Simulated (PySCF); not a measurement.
SMILES Cl[SiH2]C#C[SiH2]Cl (PBE0/def2-SVP optimised geometry):

```
10

Si    -0.815     2.301     0.001
Cl    -2.879     2.301    -0.036
C     -0.211     0.571     0.000
C      0.211    -0.579     0.000
Si     0.815    -2.310     0.000
Cl     2.879    -2.310     0.000
H     -0.315     2.997    -1.213
H     -0.359     2.980     1.241
H      0.336    -2.997    -1.227
H      0.336    -2.997     1.227
```

Calculation: PBE0/def2-TZVP in PySCF.

### Question
What are the frontier orbital energies and the dipole moment?

### Answer
HOMO-2 -9.23 eV, HOMO-1 -8.76 eV, HOMO -8.56 eV, LUMO -1.68 eV, LUMO+1 -1.12 eV; dipole moment 0.02 D.

On the same geometry PBE/def2-TZVP (PySCF) gives HOMO-2 -7.84 eV, HOMO-1 -7.55 eV, HOMO -7.35 eV, LUMO -2.55 eV, LUMO+1 -2.00 eV; dipole moment 0.02 D.

Meta-Löwdin charges at PBE0/def2-TZVP: Si1 0.70, Cl2 -0.28, C3 -0.26, C4 -0.26, Si5 0.70, Cl6 -0.28, H7 -0.08, H8 -0.08, H9 -0.08, H10 -0.08.
